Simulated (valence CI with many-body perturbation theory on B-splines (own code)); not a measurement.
## Sc¹⁴⁺: calculated level list

Computed by valence CI with perturbative core correlation (CI+MBPT): five valence electrons over a frozen Dirac-Fock core [He], a basis of 11 s, 11 p, 10 d, 8 f, 5 g, 2 h functions for each j, with the one-electron correlation potential Σ1, the two-electron term Σ2, the three-electron term Σ3, Breit, model QED; selected CI, second order for the rest, scaled by the run's own slope (own B-spline code, finite nucleus).

No measured spectrum was set against this ion. As an estimate, levels of excited configurations hold to 0.05 to 0.15 % of their energy, terms of the ground configuration to about 0.5 %. Among the levels kept, up to 5500 cm⁻¹ of a level comes from second order outside the variational space, and about a tenth of that is noise between levels of different J, which matters for small intervals.

Levels 136 to 180 of 197, with energies above the lowest level, 2s2 2p3 4S°_3/2. "Leading %" is the weight of the configuration and term that name the level; weights of strongly mixed levels are sums over their largest components and can fall short.

```csv
No.,Configuration,Term,J,E (eV),Leading %,g,Second component
136,2s 2p3 3d,4F°,7/2,636.71,84,1.205,14 % 2s 2p3 3d 4G°
137,2s 2p3 3d,4F°,9/2,637.44,75,1.293,24 % 2s 2p3 3d 4G°
138,2s 2p3 3p,2S,1/2,638.04,89,1.978,
139,2s 2p3 3d,4G°,5/2,638.16,90,0.613,7 % 2s 2p3 3d 4F°
140,2s 2p3 3d,4G°,7/2,638.23,81,1.030,16 % 2s 2p3 3d 4F°
141,2s 2p3 3d,4G°,9/2,638.39,71,1.218,28 % 2s 2p3 3d 4F°
142,2s 2p3 3d,4G°,11/2,638.64,99,1.272,
143,2s 2p3 3s,2P°,3/2,638.88,91,1.365,5 % 2s 2p3 3s 4S°
144,2s 2p3 3s,2P°,1/2,639.07,88,0.781,9 % 2s 2p3 3s 2S°
145,2s 2p3 3d,4D°,1/2,640.37,94,0.076,
146,2s 2p3 3d,4D°,3/2,640.58,93,1.218,
147,2s 2p3 3d,4D°,5/2,640.92,92,1.383,6 % 2s 2p3 3d 4P°
148,2s 2p3 3d,4D°,7/2,641.07,96,1.417,
149,2s 2p3 3d,2S°,1/2,641.35,91,1.970,
150,2s 2p3 3d,2G°,7/2,642.21,94,0.908,
151,2s 2p3 3d,2G°,9/2,642.23,95,1.119,
152,2s 2p3 3d,4P°,5/2,642.93,92,1.584,5 % 2s 2p3 3d 4D°
153,2s 2p3 3d,4P°,3/2,643.60,78,1.653,13 % 2s 2p3 3d 2P°
154,2s 2p3 3d,4P°,1/2,643.75,95,2.630,
155,2s 2p3 3d,2P°,3/2,644.57,68,1.443,24 % 2s 2p3 3d 4P°
156,2s 2p3 3p,2P,3/2,644.63,52,1.488,39 % 2s 2p3 3p 4P
157,2s 2p3 3p,2P,1/2,644.66,64,1.325,30 % 2s 2p3 3p 4P
158,2s 2p3 3d,2D°,5/2,645.19,86,1.171,8 % 2s 2p3 3d 2F°
159,2s 2p3 3d,4S°,3/2,645.39,82,1.920,7 % 2s 2p3 3d 4P°
160,2s 2p3 3d,2P°,1/2,645.44,93,0.700,
161,2s 2p3 3p,4P,5/2,646.03,89,1.569,4 % 2s 2p3 3p 2D
162,2s 2p3 3p,4P,1/2,646.29,60,1.977,30 % 2s 2p3 3p 2P
163,2s 2p3 3p,4P,3/2,646.50,51,1.545,45 % 2s 2p3 3p 2P
164,2s 2p3 3p,2F,5/2,646.77,94,0.874,
165,2s 2p3 3d,2D°,3/2,647.65,93,0.820,
166,2s 2p3 3p,2F,7/2,647.66,97,1.146,
167,2s 2p3 3d,2F°,7/2,648.67,83,1.157,12 % 2s 2p3 3d 4F°
168,2s 2p3 3d,2F°,5/2,648.92,74,0.930,13 % 2s 2p3 3d 2D°
169,2s 2p3 3d,4F°,9/2,649.89,89,1.314,5 % 2s 2p3 3d 2G°
170,2s 2p3 3d,4F°,7/2,649.92,76,1.230,10 % 2s 2p3 3d 2F°
171,2s 2p3 3d,4F°,5/2,650.04,82,1.026,8 % 2s 2p3 3d 2F°
172,2s 2p3 3d,4F°,3/2,650.10,96,0.420,
173,2s 2p3 3p,2D,3/2,650.56,94,0.810,
174,2s 2p3 3p,2D,5/2,650.68,95,1.205,
175,2s 2p3 3d,4P°,1/2,650.92,92,2.577,
176,2s 2p3 3d,4P°,3/2,651.33,80,1.716,10 % 2s 2p3 3d 4S°
177,2s 2p3 3d,4P°,5/2,651.54,90,1.571,5 % 2s 2p3 3d 4D°
178,2s 2p3 3d,4D°,1/2,652.97,96,0.032,
179,2s 2p3 3d,4D°,3/2,652.98,86,1.178,8 % 2s 2p3 3d 2D°
180,2s 2p3 3d,4D°,7/2,653.15,86,1.397,5 % 2s 2p3 3d 4F°
```

Names give the largest LS component (configuration and term), which can be under half, so a name can repeat, a term be missing and a line seem to break the LS rules; names also repeat where a configuration has a term twice.
